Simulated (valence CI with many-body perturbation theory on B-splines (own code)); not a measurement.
E1 transitions of Ir⁴⁺

Calculated by valence CI with perturbative core correlation (CI+MBPT): five valence electrons over a frozen Dirac-Fock core [Xe] 4f14, radial functions for each j: 7 s, 7 p, 8 d, 6 f, 4 g, 1 h, with the one-electron correlation potential Σ1 (screened to all orders), the two-electron term Σ2, the three-electron term Σ3, Breit, model QED; selected single and double excitations, second order for the rest, scaled by the run's own slope (own B-spline code, finite nucleus).

No measured levels were compared; by estimate terms of the open shell hold to 2 to 4 % of their energy, and close levels can change places; different configurations can be misplaced against each other by 1,000 to 8,000 cm⁻¹. Among the levels kept, up to 2200 cm⁻¹ of a level comes from second order outside the variational space, and about a tenth of that is noise between levels of different J, which matters for small intervals.

Lines 251 to 300 of 551 in falling wavelength, among levels below 208180 cm⁻¹, chosen from the strongest by gf and those to the six lowest levels. Wavelengths and rates use the calculated energies, so an error of 2000 cm⁻¹ moves a line at 110.3 nm by 2.2 % and its rate by three times that or more. Electric multipoles are in the length gauge, E1 and E2 with the static RPA response of the core. Weak lines are less certain than strong ones. Lines between different terms over intervals too small for the method are left out, as are lines whose strength nearly cancels. Where a level lies close to another of its J and parity, the split of strength between their lines is uncertain. The highest levels of a list are the least certain.

Names give the largest LS component (configuration and term), which can be under half, so a name can repeat, a term be missing and a line seem to break the LS rules; names also repeat where a configuration has a term twice. Letters in brackets count levels of one name in rising energy.

```csv
λ vac (nm),Upper,Lower,A (s⁻¹),S (a.u.)
110.3,5d4 6p 4F°_9/2 [c],5d4 6s 4H_7/2,2.09e+08,1.39e+00
110.1,5d4 6p 4F°_3/2 [b],5d4 6s 4P_1/2 [a],3.56e+08,9.39e-01
110.1,5d4 6p 2G°_7/2 [d],5d4 6s 4F_7/2 [a],4.61e+08,2.43e+00
109.8,5d4 6p 2I°_11/2,5d4 6s 4H_11/2,3.18e+08,2.49e+00
109.8,5d4 6p 4F°_5/2 [a],5d4 6s 6D_3/2,8.53e+08,3.34e+00
109.6,5d4 6p 4F°_3/2 [a],5d4 6s 6D_3/2,4.36e+08,1.14e+00
109.6,5d4 6p 2G°_7/2 [e],5d4 6s 4F_7/2 [a],1.72e+08,8.94e-01
109.5,5d4 6p 6P°_3/2,5d4 6s 6D_1/2,1.27e+09,3.29e+00
109.3,5d4 6p 2F°_7/2 [b],5d4 6s 4D_5/2 [b],1.75e+08,9.04e-01
109.3,5d4 6p 2G°_9/2 [b],5d4 6s 4D_7/2 [b],2.36e+08,1.52e+00
109.2,5d4 6p 4G°_11/2 [b],5d4 6s 4H_9/2 [b],4.81e+08,3.70e+00
109.1,5d4 6p 2H°_9/2 [a],5d4 6s 4G_7/2,1.79e+08,1.14e+00
109.0,5d4 6p 2F°_5/2 [d],5d4 6s 4F_7/2 [a],3.04e+08,1.17e+00
109.0,5d4 6p 6F°_9/2,5d4 6s 6D_7/2,1.08e+09,6.88e+00
109.0,5d4 6p 4H°_11/2 [b],5d4 6s 4H_9/2 [a],3.35e+08,2.57e+00
108.8,5d4 6p 2H°_11/2 [b],5d4 6s 4H_13/2,2.51e+08,1.91e+00
108.8,5d4 6p 2H°_9/2 [b],5d4 6s 4G_9/2,1.32e+08,8.39e-01
108.7,5d4 6p 4F°_5/2 [e],5d4 6s 4G_7/2,2.46e+08,9.35e-01
108.4,5d4 6p 4G°_5/2 [c],5d4 6s 4H_7/2,4.28e+08,1.61e+00
108.3,5d4 6p 2G°_9/2 [b],5d4 6s 2I_11/2,3.65e+08,2.29e+00
108.2,5d4 6p 6D°_7/2 [a],5d4 6s 6D_5/2,1.13e+09,5.67e+00
108.2,5d4 6p 4G°_9/2 [b],5d4 6s 4H_9/2 [a],1.89e+08,1.18e+00
108.1,5d4 6p 4F°_9/2 [d],5d4 6s 4H_11/2,1.67e+08,1.04e+00
107.9,5d4 6p 4D°_7/2 [b],5d4 6s 4H_7/2,2.42e+08,1.20e+00
107.8,5d4 6p 2F°_7/2 [e],5d4 6s 4D_7/2 [b],2.10e+08,1.04e+00
107.8,5d4 6p 4F°_5/2 [e],5d4 6s 4D_7/2 [a],2.68e+08,9.93e-01
107.5,5d4 6p 4D°_7/2 [d],5d4 6s 4G_5/2,1.72e+08,8.45e-01
107.5,5d4 6p 4G°_5/2 [a],5d4 6s 6D_3/2,5.07e+08,1.87e+00
107.0,5d4 6p 6D°_3/2,5d4 6s 6D_5/2,5.46e+08,1.32e+00
107.0,5d4 6p 4F°_3/2 [c],5d4 6s 4D_5/2 [a],5.00e+08,1.21e+00
107.0,5d4 6p 4P°_5/2 [a],5d4 6s 6D_7/2,3.94e+08,1.43e+00
106.7,5d4 6p 2G°_9/2 [a],5d4 6s 4H_11/2,1.23e+08,7.38e-01
106.7,5d4 6p 4F°_5/2 [b],5d4 6s 6D_5/2,4.54e+08,1.63e+00
106.3,5d4 6p 4G°_7/2 [b],5d4 6s 4D_5/2 [a],2.01e+08,9.55e-01
105.5,5d4 6p 6D°_7/2 [b],5d4 6s 6D_7/2,6.84e+08,3.17e+00
105.5,5d4 6p 4G°_9/2 [b],5d4 6s 4H_7/2,2.46e+08,1.43e+00
105.4,5d4 6p 4D°_5/2 [c],5d4 6s 4H_7/2,2.20e+08,7.61e-01
104.8,5d4 6p 2G°_7/2 [d],5d4 6s 4H_9/2 [b],1.98e+08,8.99e-01
104.1,5d4 6p 6D°_9/2,5d4 6s 6D_9/2,2.19e+08,1.22e+00
103.4,5d4 6p 2G°_9/2 [b],5d4 6s 4H_9/2 [b],1.29e+08,7.03e-01
103.3,5d4 6p 4F°_9/2 [b],5d4 6s 6D_9/2,5.97e+08,3.24e+00
103.1,5d4 6p 2G°_7/2 [c],5d4 6s 4H_9/2 [a],2.80e+08,1.21e+00
103.1,5d4 6p 4D°_7/2 [a],5d4 6s 6D_9/2,1.73e+08,7.47e-01
102.2,5d4 6p 4F°_9/2 [e],5d4 6s 4H_11/2,1.34e+08,7.03e-01
79.56,5d4 6p 4P°_1/2 [a],5d5 4D_3/2 [a],1.36e+08,6.74e-02
76.03,5d4 6p 4P°_3/2 [a],5d5 4G_5/2 [b],1.70e+08,1.47e-01
75.46,5d4 6p 6F°_5/2,5d5 4G_7/2,8.54e+07,1.09e-01
74.97,5d4 6p 6F°_3/2,5d5 4G_5/2 [a],8.06e+07,6.70e-02
74.70,5d4 6p 2H°_11/2 [b],5d5 2G_9/2 [c],2.42e+08,5.97e-01
73.08,5d4 6p 4F°_9/2 [a],5d5 4G_11/2,1.03e+08,1.99e-01
```
